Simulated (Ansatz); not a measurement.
Predict a relaxed structure of [TaO2(OH)2]- (TaO₄H₂⁻), charge -1, singlet, at PBE-D4/def2-SVPD (Ansatz).


```xyz
7

Ta   -0.132   -0.163   -0.390
O    -0.281   -0.323   -2.174
O    -1.100   -1.435    0.432
O    -0.828    1.636    0.174
H    -1.428    1.649    0.936
O     1.796   -0.387    0.137
H     1.973   -0.977    0.885
```
Point group Cs (tolerance 0.1 Å). The metal has 4 neighbours: O 1.80 Å, O 1.80 Å, O 2.01 Å, O 2.01 Å. This is one stationary point.

In the def2 sets Ta takes a core potential; there is no spin–orbit coupling. The relaxation made no stability test and no search for a lower SCF solution.
